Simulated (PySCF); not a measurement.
C4H7NSi, SMILES N#C/C=C\C[SiH3]. Atoms are numbered in the order given.

```xyz
13

N      2.8245     0.5239     0.2733
C      1.9970    -0.2915     0.4553
C      0.9846    -1.2740     0.6673
C     -0.2078    -1.2540     0.0119
C     -0.6517    -0.2175    -0.9572
Si    -1.8147     1.0597    -0.1236
H      1.2076    -2.0691     1.3963
H     -0.9258    -2.0566     0.2539
H      0.2068     0.3467    -1.3779
H     -1.2215    -0.6694    -1.7963
H     -2.2985     2.0381    -1.1581
H     -1.0692     1.7823     0.9606
H     -2.9970     0.3471     0.4747
```
Charge 0, spin multiplicity 1.

Coordinates come from a PBE-D3(BJ)/def2-SVP optimisation. The structure was generated by enumeration; whether it is a known compound was not checked. The values are those of a single conformer.

These are TDA-B3LYP/def2-SVPD in PySCF values and carry that method's errors.

Vertical excitations. Isolated molecule, no solvent.

Q: Estimate the UV-visible absorptions. (Estimate from the structure and the level; the computed values follow.)

A: 
```tsv
state	energy (eV)	λ (nm)	f	main pairs
S1	5.79	214	0.494	HOMO→LUMO 84 %
S2	6.01	206	0.016	HOMO−1→LUMO 87 %
S3	6.18	201	0.001	HOMO→LUMO+1 73 %, HOMO→LUMO+2 16 %
S4	6.75	184	0.007	HOMO→LUMO+2 72 %, HOMO→LUMO+1 20 %
S5	6.88	180	0.003	HOMO−2→LUMO 95 %
S6	7.04	176	0.005	HOMO−3→LUMO 89 %
S7	7.07	175	0.027	HOMO−4→LUMO 66 %, HOMO−5→LUMO 22 %
S8	7.23	171	0.029	HOMO−5→LUMO 72 %, HOMO−4→LUMO 17 %
S9	7.28	170	0.020	HOMO→LUMO+3 81 %, HOMO→LUMO+4 13 %
S10	7.43	167	0.056	HOMO→LUMO+4 62 %, HOMO→LUMO+3 10 %
T1	3.41	363	0	HOMO→LUMO 95 %
T2	5.60	221	0	HOMO−1→LUMO 69 %, HOMO→LUMO+1 12 %
T3	5.92	209	0	HOMO−4→LUMO 31 %, HOMO−6→LUMO 14 %, HOMO−2→LUMO 10 %, HOMO−3→LUMO 8 %
T4	6.02	206	0	HOMO→LUMO+1 56 %, HOMO−1→LUMO 23 %, HOMO→LUMO+2 15 %
```
Triplets are in the Tamm–Dancoff approximation.
